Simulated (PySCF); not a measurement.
Telling isomers of C₇H₁₂OSi apart by NMR

No solvent, averaged over atoms made equivalent by symmetry, fast rotation or ring inversion, one conformer, relativity neglected. Coordinates at the GFN2-xTB level; PBE0/pcSseg-1 with gauge-including orbitals; PySCF 2.14.0 with density-fitted response routines.

Scale: ¹H (σref 31.72), ¹³C (σref 186.93) against TMS (reference shieldings calculated alike). Where no couplings were computed, multiplicities follow the n + 1 count of equivalent neighbours, and m marks all less simple cases (inequivalent or close neighbours, rings, F or P nearby). Shifts are as computed. Against solution values, carbons near 30 ppm lie about +3 ppm off and those near 130 ppm about +5 ppm. Of 1211 compounds with measured shifts, 218 miss one by over three times the rms of a fit or turn the order of signals round; such compounds aren't used in these exercises. OH and NH positions are gas-phase values without hydrogen bonding to other molecules.

(1) Tabulate the signals of `CCC1=C[SiH2]C=COC1`, `OCC1=C[SiH2][C@H]2C[C@@H]1C2`, `C=C[C@@H](C)C1=C[SiH2]CO1`, `CCCC1=CC(=O)[SiH2]C1` and their relative energies.

(2) What is the quickest way to tell C=C[C@@H](C)C1=C[SiH2]CO1 from CCCC1=CC(=O)[SiH2]C1?

(3) What is the quickest way to tell CCC1=C[SiH2]C=COC1 from C=C[C@@H](C)C1=C[SiH2]CO1?

(4) What is the quickest way to tell OCC1=C[SiH2][C@H]2C[C@@H]1C2 from CCCC1=CC(=O)[SiH2]C1?

## Answers

(1) 
```json
{"SMILES": "CCC1=C[SiH2]C=COC1", "carbon types": "1×C 3×CH 2×CH2 1×CH3", "δC": "169.4, 165.6, 134.4, 91.0, 74.6, 41.5, 17.0", "δH": "7.08 (d, 1H), 6.41 (t, 1H), 4.83 (m, 2H), 4.81 (s, 2H), 4.29 (m, 1H), 2.21 (q, 2H), 1.24 (t, 3H)", "E rel. (kcal/mol)": "17.6"}
{"SMILES": "OCC1=C[SiH2][C@H]2C[C@@H]1C2", "carbon types": "1×C 3×CH 3×CH2", "δC": "184.6, 115.5, 75.3, 36.5, 35.6, 17.0", "δH": "5.61 (t, 1H), 4.56 (m, 2H), 4.39 (s, 2H), 3.14 (m, 1H), 2.68 (m, 2H), 1.84 (m, 1H), 1.60 (m, 2H), 0.15 (br s, 1H)", "E rel. (kcal/mol)": "20.4"}
{"SMILES": "C=C[C@@H](C)C1=C[SiH2]CO1", "carbon types": "1×C 3×CH 2×CH2 1×CH3", "δC": "189.8, 150.6, 119.8, 83.1, 58.7, 52.0, 22.1", "δH": "6.30 (m, 1H), 5.32 (m, 1H), 5.19 (m, 1H), 4.77 (m, 1H), 4.75 (m, 1H), 4.44 (m, 1H), 4.16 (m, 1H), 4.16 (m, 1H), 3.01 (m, 1H), 1.22 (d, 3H)", "E rel. (kcal/mol)": "20.6"}
{"SMILES": "CCCC1=CC(=O)[SiH2]C1", "carbon types": "2×C 1×CH 3×CH2 1×CH3", "δC": "234.7, 187.9, 147.4, 46.8, 28.7, 17.7, 16.1", "δH": "6.38 (s, 1H), 4.10 (m, 2H), 2.39 (t, 2H), 1.85 (m, 2H), 1.59 (m, 2H), 1.21 (t, 3H)", "E rel. (kcal/mol)": "0.0"}
```

Energies are electronic energies at PBE0/pcSseg-1 on these geometries, without zero-point or thermal terms, each for the one conformer computed, which needn't be the lowest.

(2) Both give the same number of carbon signals, but DEPT or the intensities differ. The first has a terminal =CH2 carbon at 119.8 ppm, the second a carbonyl carbon (C) at 234.7 ppm. Their most deshielded carbons lie at 189.8 and 234.7 ppm.

(3) Both give the same number of carbon signals, with the same numbers of each carbon type, so the positions decide. The first has a fully substituted alkene carbon (C) at 165.6 ppm, the second a terminal =CH2 carbon at 119.8 ppm. Their most deshielded carbons lie at 169.4 and 189.8 ppm. In the proton spectra the most deshielded non-exchanging signals are 7.08 (d, 1H) and 6.30 (m, 1H).

(4) Count the carbon signals: 6 against 7. The first has an allylic sp3 CH at 35.6 ppm, the second a methyl carbon (CH3) at 17.7 ppm. Their most deshielded carbons lie at 184.6 and 234.7 ppm. In the proton spectra the most deshielded non-exchanging signals are 5.61 (t, 1H) and 6.38 (s, 1H).
